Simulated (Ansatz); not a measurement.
An input meant for the cluster K2F2⁺ (charge 1, quartet; scaled by 1.12; with a point charge).

```yaml
crystal:
  periodic: [true, true, true]
  atoms:
    - {symbol: K, position_ang: [-1.774502, -1.885183, 0.132813]}
    - {symbol: K, position_ang: [1.775952, 1.883790, -0.133201]}
    - {symbol: F, position_ang: [0.135730, -0.051440, 1.082550]}
    - {symbol: F, position_ang: [-0.137168, 0.052822, -1.082162]}
basis:
  gaussian: {orbitals: ANO-RCC-VTZP, final_grid: {core_spheres: 8, valence_spheres: 7, degree: 23}, point_charges: [{charge: 2.00, position_ang: [5.494, -0.616, -0.364]}]}
total_charge: 1
magnetization: {spin_polarized: true, initial_magnetization: 3}
hamiltonian: {xc: {name: PBE0}, dispersion: d3bjatm}
scf: {lower_state_search: off}
output: {forces: true}
```

```sh
$ ansatz run in.yaml --threads 2 --pin off --events-out ev --progress --plain --max-ram 4352MiB
```

It prints (some lines left out):

```
Error: YAML parse error: error: line 2 column 3: crystal: missing field `lattice` (a structure is typed as `lattice` and `atoms`, a molecule's as `atoms` in Å alone, or read from a run's directory, `checkpoint`)
 --> <input>:2:3
1 | crystal:
2 |   periodic: [true, true, true]
3 |   atoms:
4 |     - {symbol: K, position_ang: [-1.774502, -1.885183, 0.132813]}
```

Problem. What is wrong with this run?

Solution. The species is marked periodic without a cell. The program refused the input.
